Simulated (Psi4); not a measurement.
C$_{5}$H$_{10}$O (SMILES C/C=C/OCC), singlet, geometry from GFN2-xTB; CAM-B3LYP/def2-TZVPD in Psi4.

The Psi4 input:
```
memory 2 GB

molecule {
0 1
C     3.08209129    0.34464177   -0.38387682
C     1.77262647    0.24013041    0.32410034
C     0.61545133    0.05411677   -0.29327562
O    -0.56415464   -0.03849152    0.38421113
C    -1.71572945   -0.23223465   -0.41081023
C    -2.92175667   -0.32487558    0.50967573
H     3.55119775    1.30610067   -0.17525425
H     3.76255315   -0.43472770   -0.04106636
H     2.95136673    0.24595399   -1.45876565
H     1.78845809    0.32292208    1.40033153
H     0.55312489   -0.03440983   -1.37379095
H    -1.61507128   -1.15643703   -0.99954492
H    -1.83526927    0.60878260   -1.11037603
H    -3.01582482    0.58982199    1.08835675
H    -3.82479250   -0.47361036   -0.07558982
H    -2.79860336   -1.15713667    1.19713027
}

set {
  basis def2-tzvpd
}

energy('cam-b3lyp')
print_variables()
```

It wrote (shortened):

```
   => Loading Basis Set <=

    Name: DEF2-TZVPD
    Role: ORBITAL
    Keyword: BASIS

         ---------------------------------------------------------
                                   SCF
               by Justin Turney, Rob Parrish, Andy Simmonett
                          and Daniel G. A. Smith
                              RKS Reference
         ---------------------------------------------------------

  ==> Geometry <==

    Molecular point group: c1
    Full point group: C1

    Geometry (in Angstrom), charge = 0, multiplicity = 1:

       Center              X                  Y                   Z               Mass
    ------------   -----------------  -----------------  -----------------  -----------------
         C            3.076491968523     0.342533030816    -0.401704652700    12.000000000000
         C            1.767027148523     0.238021670816     0.306272507300    12.000000000000
         C            0.609852008523     0.052008030816    -0.311103452700    12.000000000000
         O           -0.569753961477    -0.040600259184     0.366383297300    15.994914619570
         C           -1.721328771477    -0.234343389184    -0.428638062700    12.000000000000
         C           -2.927355991477    -0.326984319184     0.491847897300    12.000000000000
         H            3.545598428523     1.303991930816    -0.193082082700     1.007825032230
         H            3.756953828523    -0.436836439184    -0.058894192700     1.007825032230
         H            2.945767408523     0.243845250816    -1.476593482700     1.007825032230
         H            1.782858768523     0.320813340816     1.382503697300     1.007825032230
         H            0.547525568523    -0.036518569184    -1.391618782700     1.007825032230
         H           -1.620670601477    -1.158545769184    -1.017372752700     1.007825032230
         H           -1.840868591477     0.606673860816    -1.128203862700     1.007825032230
         H           -3.021424141477     0.587713250816     1.070528917300     1.007825032230
         H           -3.830391821477    -0.475719099184    -0.093417652700     1.007825032230
         H           -2.804202681477    -1.159245409184     1.179302437300     1.007825032230

  Running in c1 symmetry.

  Rotational constants: A =      0.67329  B =      0.04342  C =      0.04175 [cm^-1]
  Rotational constants: A =  20184.65195  B =   1301.84768  C =   1251.61245 [MHz]
  Nuclear repulsion =  231.972818394653160

  Charge       = 0
[...]
   @DF-RKS iter   3:  -271.70674283875366   -3.40003e-01   2.77679e-04 ADIIS/DIIS
   @DF-RKS iter   4:  -271.70925805270497   -2.51521e-03   1.47190e-04 ADIIS/DIIS
   @DF-RKS iter   5:  -271.71015418741666   -8.96135e-04   1.36536e-05 DIIS
   @DF-RKS iter   6:  -271.71016655254965   -1.23651e-05   3.34473e-06 DIIS
   @DF-RKS iter   7:  -271.71016706064120   -5.08092e-07   2.61811e-06 DIIS
   @DF-RKS iter   8:  -271.71016733149276   -2.70852e-07   3.84213e-07 DIIS
  Energy and wave function converged.

  ==> Post-Iterations <==

   Electrons on quadrature grid:
      Ntotal   =   47.9999920002 ; deviation = -8.000e-06

    Orbital Energies [Eh]
    ---------------------

    Doubly Occupied:

[...]
    Virtual:

[...]
    Final Occupation by Irrep:
              A
    DOCC [    24 ]
    NA   [    24 ]
    NB   [    24 ]

  @DF-RKS Final Energy:  -271.71016733149276

   => Energetics <=

    Nuclear Repulsion Energy =            231.9728183946531601
    One-Electron Energy =                -826.1555852656044863
    Two-Electron Energy =                 350.9314725189225328
    DFT Exchange-Correlation Energy =     -28.4588729794639477
    Empirical Dispersion Energy =           0.0000000000000000
    VV10 Nonlocal Energy =                  0.0000000000000000
    Total Energy =                       -271.7101673314927552

Computation Completed

Properties will be evaluated at   0.000000,   0.000000,   0.000000 [a0]

Properties computed using the SCF density matrix

 Multipole Moments:

 ------------------------------------------------------------------------------------
     Multipole            Electronic (a.u.)      Nuclear  (a.u.)        Total (a.u.)
 ------------------------------------------------------------------------------------

 L = 1.  Multiply by 2.5417464519 to convert [e a0] to [Debye]
 Dipole X            :          0.2518200           -0.5078967           -0.2560766
 Dipole Y            :          0.1274410           -0.1912773           -0.0638363
 Dipole Z            :          1.1650951           -1.6171066           -0.4520115
 Magnitude           :                                                    0.5234164

 ------------------------------------------------------------------------------------

  Variable Map:
  ----------------------------------------------------------------------------
[...]
  Array Variable Map:
  ----------------------------------------------------------------------------
[...]
[...]
```
